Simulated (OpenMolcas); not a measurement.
## Ba+: thermal populations, worked from levels

* Program: OpenMolcas 26.06
* Basis: ANO-RCC-VQZP [9s8p5d3f2g]
* Scalar Hamiltonian: DKH2, point nucleus
* Active space: 1 electron in 9 orbitals (5d 6s 6p)
* State averaging: 2S+1 = 2 even, 6 roots; 2S+1 = 2 odd, 3 roots
* Spin-orbit coupling: state interaction with AMFI integrals over the reference wave functions, term energies averaged over their components

Methods: CASSCF; SS-CASPT2, IPEA 0.25 Eh, imaginary shift 0.1 Eh (closed shells correlated: 5s 5p). Measured levels: NIST Handbook of Basic Atomic Spectroscopic Data.

**Thermal populations.** Z = Σ (2J + 1) exp(-E/kT) with k = 0.695035 cm-1/K, over the levels below. No other level of either list lies under 42300 cm-1, which is above 7 kT at each temperature.

```
     Level  2J + 1  SS-CASPT2  measured
 6s ²S_1/2       2        0.0       0.0
 5d ²D_3/2       4       5610      4874
 5d ²D_5/2       6       6400      5675
6p ²P°_1/2       2      20420     20262
6p ²P°_3/2       4      21570     21952
```

| T (K) | Z, SS-CASPT2 | Z, measured levels | Ground level (%), SS-CASPT2 | Ground level (%), measured levels |
| --- | --- | --- | --- | --- |
| 3000 | 2.550 | 2.781 | 78.4 | 71.9 |
| 5000 | 3.761 | 4.169 | 53.2 | 48.0 |
| 8000 | 5.490 | 5.956 | 36.4 | 33.6 |

At 8000 K, kT = 5560 cm-1, and the computed levels give Z = 2.000 + 1.458 + 1.898 + 0.051 + 0.083 = 5.490.

Term energies are means over components that CASPT2 splits; among the terms shown or strongly mixed into the levels shown the widest spread is 270 cm-1 (5d ²D, SS-CASPT2). ANO sets are built for ground and valence states and can reach diffuse excited orbitals poorly. With one active electron the reference holds no correlation, so core polarisation is missing (holds for CASSCF). With one active electron, CASPT2 adds the correlation within the correlated inactive shells and between them and that electron, and leaves the splitting within a term as the reference gives it (holds for SS-CASPT2). Computed and measured levels are paired by configuration, term and J; levels that our copy of the source lacks, or whose pairing is in doubt (as where it misses far off the trend of its configuration), stay unpaired and out of the deviations. Only configurations of the active space appear.

° marks odd parity.
